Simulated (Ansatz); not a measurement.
Cu₃Cl₃⁺. Charge 1, multiplicity 2. Geometry r2SCAN-D4/def2-SVP.

```xyz
6

Cu   -0.8428    1.2296   -0.2180
Cu    1.4770    0.1800    0.2290
Cu   -0.6677   -1.4802   -0.0069
Cl    1.4182   -1.9900    0.3569
Cl   -2.4281   -0.2509   -0.3710
Cl    1.0434    2.3115    0.0100
```

The 6-31G sets use Cartesian d functions. B3LYP takes the VWN-RPA correlation. At HF/STO-3G the charge 1 doublet is spin-contaminated (final ⟨S²⟩ up to 5.48, 0.75 for a pure state). The structure comes from a short search, and lower isomers may exist.

(1) Estimate the α-spin orbital energies around the gap (eV) in Ansatz with HF/STO-3G, B3LYP-D4/6-31G, B3LYP-D4/def2-TZVP, PBE0-D4/def2-SVP, PBE0-D4/def2-TZVP.

Answers

(1) 
```json
{"orbital": "HOMO−5", "HF/STO-3G": "-18.77", "B3LYP-D4/6-31G": "-13.19", "B3LYP-D4/def2-TZVP": "-14.01", "PBE0-D4/def2-SVP": "-14.20", "PBE0-D4/def2-TZVP": "-14.16"}
{"orbital": "HOMO−4", "HF/STO-3G": "-18.74", "B3LYP-D4/6-31G": "-12.84", "B3LYP-D4/def2-TZVP": "-13.98", "PBE0-D4/def2-SVP": "-14.15", "PBE0-D4/def2-TZVP": "-14.11"}
{"orbital": "HOMO−3", "HF/STO-3G": "-18.35", "B3LYP-D4/6-31G": "-12.66", "B3LYP-D4/def2-TZVP": "-13.52", "PBE0-D4/def2-SVP": "-13.76", "PBE0-D4/def2-TZVP": "-13.82"}
{"orbital": "HOMO−2", "HF/STO-3G": "-18.28", "B3LYP-D4/6-31G": "-12.66", "B3LYP-D4/def2-TZVP": "-13.47", "PBE0-D4/def2-SVP": "-13.75", "PBE0-D4/def2-TZVP": "-13.69"}
{"orbital": "HOMO−1", "HF/STO-3G": "-17.96", "B3LYP-D4/6-31G": "-12.40", "B3LYP-D4/def2-TZVP": "-13.07", "PBE0-D4/def2-SVP": "-13.29", "PBE0-D4/def2-TZVP": "-13.25"}
{"orbital": "HOMO", "HF/STO-3G": "-17.68", "B3LYP-D4/6-31G": "-12.33", "B3LYP-D4/def2-TZVP": "-13.06", "PBE0-D4/def2-SVP": "-13.23", "PBE0-D4/def2-TZVP": "-13.16"}
{"orbital": "LUMO", "HF/STO-3G": "-6.32", "B3LYP-D4/6-31G": "-6.98", "B3LYP-D4/def2-TZVP": "-6.87", "PBE0-D4/def2-SVP": "-6.60", "PBE0-D4/def2-TZVP": "-6.63"}
{"orbital": "LUMO+1", "HF/STO-3G": "-3.43", "B3LYP-D4/6-31G": "-5.72", "B3LYP-D4/def2-TZVP": "-5.72", "PBE0-D4/def2-SVP": "-5.17", "PBE0-D4/def2-TZVP": "-5.44"}
{"orbital": "LUMO+2", "HF/STO-3G": "-2.60", "B3LYP-D4/6-31G": "-5.66", "B3LYP-D4/def2-TZVP": "-5.69", "PBE0-D4/def2-SVP": "-5.14", "PBE0-D4/def2-TZVP": "-5.37"}
{"orbital": "LUMO+3", "HF/STO-3G": "-1.72", "B3LYP-D4/6-31G": "-5.44", "B3LYP-D4/def2-TZVP": "-5.44", "PBE0-D4/def2-SVP": "-4.84", "PBE0-D4/def2-TZVP": "-5.01"}
{"orbital": "LUMO+4", "HF/STO-3G": "-1.44", "B3LYP-D4/6-31G": "-5.39", "B3LYP-D4/def2-TZVP": "-4.64", "PBE0-D4/def2-SVP": "-4.12", "PBE0-D4/def2-TZVP": "-4.40"}
{"orbital": "LUMO+5", "HF/STO-3G": "-1.17", "B3LYP-D4/6-31G": "-3.59", "B3LYP-D4/def2-TZVP": "-3.16", "PBE0-D4/def2-SVP": "-1.96", "PBE0-D4/def2-TZVP": "-2.87"}
{"orbital": "β HOMO", "HF/STO-3G": "-11.15", "B3LYP-D4/6-31G": "-12.03", "B3LYP-D4/def2-TZVP": "-12.83", "PBE0-D4/def2-SVP": "-12.96", "PBE0-D4/def2-TZVP": "-12.90"}
{"orbital": "β LUMO", "HF/STO-3G": "-3.99", "B3LYP-D4/6-31G": "-10.34", "B3LYP-D4/def2-TZVP": "-11.26", "PBE0-D4/def2-SVP": "-11.05", "PBE0-D4/def2-TZVP": "-11.01"}
```
